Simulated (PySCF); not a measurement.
## Gas-phase XPS of `C[C@@H]1CCCCB1C#N`, computed

Compound: C7H12BN.
Structure used (PBE0-D3(BJ)/def2-SVP), in Å, numbered top down from 1:
```
atom  x, y, z in Å
C1     2.2745   -0.7846   -0.5959
C2     0.8938   -0.4763   -0.0250
C3    -0.2131   -1.3627   -0.6067
C4    -1.6058   -0.9995   -0.1059
C5    -1.9940    0.4318   -0.4619
C6    -1.0217    1.4589    0.1183
B7     0.4817    1.0334    0.0558
C8     1.5834    2.1121    0.2358
N9     2.4130    2.9154    0.3570
H10    2.5258   -1.8508   -0.4813
H11    2.3160   -0.5522   -1.6720
H12    3.0620   -0.1948   -0.1037
H13    0.9333   -0.6827    1.0740
H14    0.0066   -2.4218   -0.3888
H15   -0.1918   -1.2745   -1.7087
H16   -1.6478   -1.1304    0.9916
H17   -2.3464   -1.7010   -0.5226
H18   -3.0234    0.6414   -0.1290
H19   -2.0073    0.5312   -1.5617
H20   -1.1853    2.4739   -0.2784
H21   -1.1911    1.5688    1.2130
```

Method: PySCF, delta-SCF UKS SCAN, pcX-2 on the ionised atom, pcseg-1 elsewhere, spin-free X2C. These are vertical core ionisation energies against the vacuum level, from separate self-consistent calculations with and without the core hole.

Problem. Give the core binding energies atom by atom.

Solution. 
```csv
atom(s),environment,level,binding energy (eV),above the level's lowest (eV),count
C1,methyl carbon,C 1s,290.63,+0.24,1
C2,sp3 carbon bound to boron,C 1s,290.39,0.00,1
C3,ring CH2 carbon,C 1s,290.62,+0.23,1
C4,ring CH2 carbon,C 1s,290.66,+0.27,1
C5,ring CH2 carbon,C 1s,290.72,+0.33,1
C6,sp3 carbon bound to boron,C 1s,290.40,+0.01,1
B7,three-coordinate boron,B 1s,196.37,0.00,1
C8,cyano carbon,C 1s,291.56,+1.17,1
N9,cyano nitrogen,N 1s,404.95,0.00,1
```

The listed C 1s values span 1.17 eV, from C2 (bonded to 2 C, H and B) to C8 (bonded to N (triple bond) and B). Summing the Pauling electronegativity differences to the bonded atoms, each weighted by its formal bond order, gives -0.86 for the lowest site and +0.96 for the highest; no listed site has a larger sum than the highest. The smallest sum, -1.21, belongs to C6, 0.01 eV above the lowest. The values 290.39 and 290.40 eV; the values 290.62, 290.63 and 290.66 eV lie too close for their order to be trusted.

Problem. Which photon wavelength matches the B 1s of B7 threshold?

Solution. λ = hc/E = 12398.42 eV Å / 196.37 eV = 63.138 Å.

The structure is a single PBE0-D3(BJ)/def2-SVP conformer in the gas phase; no vibrational or solvent corrections.

Time: 3.1 min of wall time; peak memory 0.69 GiB. Hardware: one thread, Intel Xeon 6975P-C (x86_64) (shared host).
